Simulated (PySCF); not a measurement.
Sn(Cl)2(SiH3)2, SMILES [SiH3][Sn]([SiH3])([Cl])[Cl] (H₆Cl₂Si₂Sn) at its CAM-B3LYP/def2-SVP optimised geometry (Å):

```
11

Si     2.7390     1.4904     1.7709
Sn     1.2028     0.4335     0.0000
Si    -1.3686     0.4335     0.0000
Cl     1.8440     1.3838    -2.0718
Cl     1.8499    -1.8401    -0.1390
H      2.4562     0.8590     3.0869
H      4.1465     1.2464     1.3679
H      2.4613     2.9493     1.8413
H     -1.8499     1.8401     0.0000
H     -1.8288    -0.2750    -1.2204
H     -1.8492    -0.2640     1.2218
```

Method: CAM-B3LYP/def2-TZVP, def2 effective core potentials past Kr (PySCF). The core electrons that the potentials of Sn replace are not part of the density.

Map of the log10 of the electron density (e/bohr³), floored at −4 on the plane z = 0.8 Å:

```
|00000000000000000001223322110|
|00000000000000000012334433221|
|00000011110000000123345544321|
|00001122222110001223455555432|
|00012333433221112234556665443|
|00123445544332222344566666554|
|00123456655433333455666666655|
|00234566666544444556677776666|
|01234567776655555667777777777|
|01234567777666666777888877788|
|01234567777766677888888877788|
|01235677777777778899888877777|
|01245678888777778999988776666|
|01345688998877778999987766555|
|01345789998877778899877655444|
|01345789998776667788776554333|
|01245678887666666777776554322|
|01234567776655555677776654321|
|00123456665544455677887765421|
|00012344444333445678888765431|
|00011233333222345778998765432|
|00000111211112345678888765431|
|00000000000012345678888765421|
|00000000000001234567777654321|
|00000000000001234556666544310|
|00000000000000123445555433210|
|00000000000000012333443322100|
|00000000000000001122222211000|
|00000000000000000011111000000|
```
Scale: ten equal steps from -4.00 (start of '0') to -0.702 (end of '9'), in the order '0123456789'; x runs from -4.00 to 4.00, y from -4.00 (bottom) to 4.00 (top).
